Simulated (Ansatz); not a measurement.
[InF4]- (InF4⁻), relaxed as a singlet with RKS PBE0-D4/def2-SVPD in Ansatz, starting from the GFN2-xTB geometry. Force threshold 0.02 eV/Å.

In the def2 sets In takes a core potential; there is no spin–orbit coupling.

Start:

```xyz
5

In    0.0001    0.0001   -0.0002
F    -0.6279    0.1633    1.8894
F     1.3943    1.3843   -0.3583
F    -1.5418    0.2696   -1.2413
F     0.7752   -1.8173   -0.2896
```

| step | energy (eV) | largest force component (eV/Å) | SCF passes |
| --- | --- | --- | --- |
| 1 | -16029.6844 | 0.099 | 14 |
| 2 | -16029.6854 | 0.004 | 20 |

Force components are those of the run's own axes.

End:

```xyz
5

In    0.000    0.000    0.000
F    -0.630    0.163    1.893
F     1.398    1.388   -0.360
F    -1.545    0.271   -1.244
F     0.778   -1.822   -0.290
```

By distances, no bond broke or formed. The bond that changes most is In1–F5, from 2.00 to 2.00 Å (atoms count from 1).

No frequencies were taken in this run, so the end may be a saddle point.

It took 3.2 s on 4 threads of Arm Neoverse V2 on a shared host.
